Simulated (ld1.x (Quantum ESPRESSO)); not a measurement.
## Which change was made? (Li, ultrasoft)

lithium, ultrasoft, made with ld1.x (Quantum ESPRESSO) 7.5 (LDA (PZ), non-relativistic). Core [He], reference 2s1 2p0. Waves: 2s (bound): rcut 2.45, rcutus 2.95 bohr; 2s channel at 0.3 Ry: rcut 2.45, rcutus 2.95 bohr; 2p (bound, empty): rcut 3.70, rcutus 4.25 bohr; 2p channel at 0.9 Ry: rcut 3.70, rcutus 4.25 bohr; 3d channel at 0.3 Ry: rcut 3.50, rcutus 4.50 bohr. Local part: all-electron potential smoothed inside 4.00 bohr (lloc = -1). Core correction: a·sin(br)/r model core inside 2.00 bohr. Augmentation charge: PSQ, inside the norm-conserving radii.

Cutoffs, loose and tight: the cutoffs (Ry, on a coarse ladder) from which the occupation-weighted sum of valence levels, in a spherical-Bessel basis at the reference potential, stays within 10 and 1 mRy of its value at 400 Ry. They do not see the model core or the augmentation charge, which bear on the density cutoff. Test errors are all-electron minus pseudo excitation energies from the reference, over the configurations 2s0.5 2p0; 2s0 2p1 (two spin-polarised tests are not counted in the largest error); variants that change the core or the reference have their own tests.

The base gives: outcome: generated; cutoff, loose: 6 Ry; cutoff, tight: 6 Ry; bound ghosts: none; largest test error (meV): +5.4.

(1) After one change the result is: outcome: generated, overlap not positive; bound ghosts: not determined (overlap not positive); largest test error (meV): test run stopped at test 2 of 6 (negative rho), 1 before it not solved. Which change was it?
A. type RRKJ; waves now 2p (bound): rc 4.25 bohr; 3d channel at 0.3 Ry: rc 4.50 bohr; 2s (bound): rc 2.95 bohr; local potential the s channel; rho0 0.01
B. waves 2p (bound): rcut 3.70, rcutus 4.94 bohr; 2p channel at 0.9 Ry: rcut 3.70, rcutus 4.94 bohr
C. core none, valence charge 3; reference 1s2 2s1 2p0; waves now 1s (bound): rcut 1.15, rcutus 1.30 bohr; 2s (bound): rcut 1.15, rcutus 1.30 bohr; 2p (bound): rcut 3.80, rcutus 4.60 bohr; 2p channel at 0.9 Ry: rcut 3.80, rcutus 4.60 bohr; 3d channel at 0.3 Ry: rcut 3.00, rcutus 3.70 bohr; 3d channel at 1.95 Ry: rcut 3.00, rcutus 3.70 bohr; local potential all-electron potential smoothed inside 2.65 bohr (lloc = -1); core correction none

Results:

(1) C. The others give: waves 2p (bound): rcut 3.70, rcutus 4.94 bohr; 2p channel at 0.9 Ry: rcut 3.70, rcutus 4.94 bohr → outcome: generated; cutoff, loose: 6 Ry; cutoff, tight: 6 Ry; bound ghosts: none; largest test error (meV): +39 | type RRKJ; waves now 2p (bound): rc 4.25 bohr; 3d channel at 0.3 Ry: rc 4.50 bohr; 2s (bound): rc 2.95 bohr; local potential the s channel; rho0 0.01 → outcome: generated; cutoff, loose: 6 Ry; cutoff, tight: 6 Ry; bound ghosts: none; largest test error (meV): -5.6. A file whose overlap is not positive is unfit for use, and its test errors describe a broken file.
